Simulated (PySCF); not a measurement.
Precursor series Hf F-NH2. Gas-phase values, no solvent. One relaxed conformer stands for each flexible species; it need not be the lowest.

These are TPSSh-D3(BJ)/def2-TZVP // r2SCAN-D4/def2-SVP in PySCF 2.14.0 values and carry that method's errors. 

```json
[
 {"species": "0 of 4 F replaced by NH2 ([Hf(F)4])", "coordination number": "4", "HOMO–LUMO gap (eV)": "9.89", "HOMO (eV)": "-11.02", "mean distance from the central atom to its bonded neighbours (Å)": "1.908"},
 {"species": "1 of 4 F replaced by NH2 ([Hf(F)3(NH2)])", "coordination number": "4", "HOMO–LUMO gap (eV)": "6.32", "HOMO (eV)": "-7.31", "mean distance from the central atom to its bonded neighbours (Å)": "1.944"},
 {"species": "2 of 4 F replaced by NH2 ([Hf(F)2(NH2)2])", "coordination number": "4", "HOMO–LUMO gap (eV)": "6.21", "HOMO (eV)": "-6.71", "mean distance from the central atom to its bonded neighbours (Å)": "1.981"},
 {"species": "3 of 4 F replaced by NH2", "coordination number": "4", "HOMO–LUMO gap (eV)": "5.99", "HOMO (eV)": "-6.25", "mean distance from the central atom to its bonded neighbours (Å)": "2.017"},
 {"species": "4 of 4 F replaced by NH2", "coordination number": "4", "HOMO–LUMO gap (eV)": "5.82", "HOMO (eV)": "-5.89", "mean distance from the central atom to its bonded neighbours (Å)": "2.055"}
]
```
